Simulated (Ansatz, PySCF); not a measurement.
Gas-phase reaction in SMILES: C=C(C)C[Se]C [2-methyl-3-methylselanylprop-1-ene] + 6 [H][H] (H2) -> 5 C (CH4) + [SeH2] (H2Se)
Geometries: B3LYP-D3(BJ)/def2-TZVP minima from Ansatz (a first-principles code), one conformer each, not searched for the lowest. Frequencies are from Ansatz or PySCF.
Geometry of the first species:
SMILES: C=C(C[Se]C)C
```xyz
16

C     -2.3715     0.7607     0.1089
C     -1.2879     0.6470     0.8723
C     -0.8171     1.7571     1.7685
C     -0.4671    -0.6109     0.8982
Se     0.7002    -0.8769    -0.6892
C      1.5557     0.8851    -0.7353
H     -2.6944    -0.0460    -0.5374
H     -2.9599     1.6691     0.0941
H      0.2195     2.0271     1.5512
H     -0.8444     1.4443     2.8166
H     -1.4352     2.6479     1.6609
H     -1.0948    -1.5005     0.8849
H      0.1682    -0.6521     1.7809
H      0.8053     1.6592    -0.8757
H      2.1283     1.0600     0.1729
H      2.2285     0.8725    -1.5903
```

Wanted: energy of full hydrogenation (0 K, with B3LYP-D3(BJ) harmonic zero-point energies), in kcal/mol. Valence correlation only, unless marked. No spin-orbit coupling. The frozen core is the preceding noble-gas configuration, with the filled d and f shells of earlier blocks. Non-relativistic. CBS(X,Y): correlation extrapolated as X^-3; Hartree-Fock from the larger set.

CCSD(T)/CBS(cc-pVTZ,cc-pVQZ) (Ansatz) gives -92.2 kcal/mol.

Another calculation gave -101.7 kcal/mol. Which level was it?
A) BHLYP/def2-TZVPD (Ansatz)
B) CAM-B3LYP/def2-TZVPD (Ansatz)
C) B97M-V/def2-TZVPD (Ansatz)
D) r2SCANh/def2-TZVPD (Ansatz)

C, B97M-V/def2-TZVPD (Ansatz). The others give -97.0 (r2SCANh), -104.5 (CAM-B3LYP), -108.9 (BHLYP) kcal/mol.
